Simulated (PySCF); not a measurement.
Two-component Hartree-Fock for Yb³⁵⁺ (ytterbium, charge +35)

Start: [Ar] 3d10 4s2 4p5; 4p1/2 filled at m_j = +1/2; 4p3/2 filled at m_j = -3/2, -1/2, +1/2, +3/2. Calculated with PySCF 2.14 in an even-tempered Gaussian basis (17 s from 3.7 bohr⁻², ratio 2.8; 14 p from 4.8 bohr⁻², ratio 2.8; 8 d from 8.6 bohr⁻², ratio 2.8; 4 f from 24 bohr⁻², ratio 3): generalised Hartree-Fock with the X2C-1e Hamiltonian and a Gaussian nucleus; one run each with spin-orbit coupling (SO) screened by Boettger's factors, then bare. This is a chosen level, not necessarily the ground level.

```
spinor shell  electrons  ε, screened SO (eV)  ε, bare SO (eV)  weight of nominal j (bare SO)  rms radius, bare SO (bohr)
       1s1/2          2             -63112.6         -63111.7                          1.000                      0.0223
       2s1/2          2             -12047.4         -12047.1                          1.000                      0.0901
       2p1/2          2             -11541.1         -11566.7                          1.000                      0.0766
       2p3/2          4             -10489.0         -10480.3                          1.000                      0.0838
       3s1/2          2              -3861.7          -3861.6                          1.000                       0.228
       3p1/2          2              -3639.1          -3644.7                          1.000                       0.219
       3p3/2          4              -3406.3          -3404.4                          1.000                       0.233
       3d3/2          4              -3039.2          -3044.5                          1.000                       0.206
       3d5/2          6              -2988.9          -2985.6                          1.000                       0.210
       4s1/2          2              -1728.0          -1728.0                          1.000                       0.483
       4p1/2          1              -1637.1          -1638.8                          1.000                       0.480
       4p3/2          4              -1561.9          -1561.3                          1.000                       0.505
```

| quantity | screened SO | bare SO |
| --- | --- | --- |
| E (hartree) | -13358.73566 | -13359.57185 |
| M_J | 1/2 | 1/2 |
| ⟨J²⟩ | 0.751 | 0.751 |
| ⟨L²⟩ | 2.054 | 2.058 |
| ⟨S²⟩ | 0.801 | 0.805 |

Each row is a mean over spinors that exchange with the open shell spreads, by up to 6.218 eV (3p1/2).

Breit and QED terms are absent; they matter most for the inner s and p1/2 levels.

Densities and radii are taken from the X2C orbitals without a picture-change correction, which distorts them close to the nucleus.
